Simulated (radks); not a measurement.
Species: Re16+. Configuration: [Kr] 4d10 4f11 5s2. Calculated with a radial shooting solver on a logarithmic mesh with Libxc functionals: scalar-relativistic Kohn-Sham, BLYP, spin-polarised, spherical densities, finite nucleus; open shells are filled with parallel spins first (spin-orbit coupling, left out, can overturn this in heavy ions); Fermi nuclear charge, rms radius 5.3698 fm.

Normalised radial functions P(r) = r R(r), r in bohr:

r	4d up	4f down
0.002865	0.0003	0.0000
0.003731	0.0007	0.0000
0.004858	0.0014	0.0000
0.006326	0.0029	0.0000
0.008303	0.0060	0.0001
0.01081	0.0121	0.0001
0.01408	0.0239	0.0004
0.01833	0.0462	0.0009
0.02387	0.0868	0.0024
0.03108	0.1574	0.0060
0.04047	0.2716	0.0145
0.0527	0.4391	0.0336
0.06862	0.6508	0.0741
0.09007	0.8611	0.1569
0.1173	0.9444	0.3010
0.1527	0.7593	0.5272
0.1989	0.2136	0.8290
0.259	-0.5922	1.1503
0.3372	-1.3250	1.3849
0.4391	-1.6106	1.4225
0.5717	-1.3527	1.2287
0.7444	-0.8105	0.8742
0.9771	-0.3231	0.4782
1.272	-0.0828	0.1914
1.657	-0.0118	0.0496
2.157	-0.0008	0.0072
2.809	0.0000	0.0005

4d up: eigenvalue -607.70 eV, 1 radial node at r = 0.214 bohr, <r> = 0.485 bohr, 90 % of the charge inside 0.721 bohr. 4f down: eigenvalue -386.54 eV, 0 radial nodes, <r> = 0.513 bohr, 90 % of the charge inside 0.809 bohr.
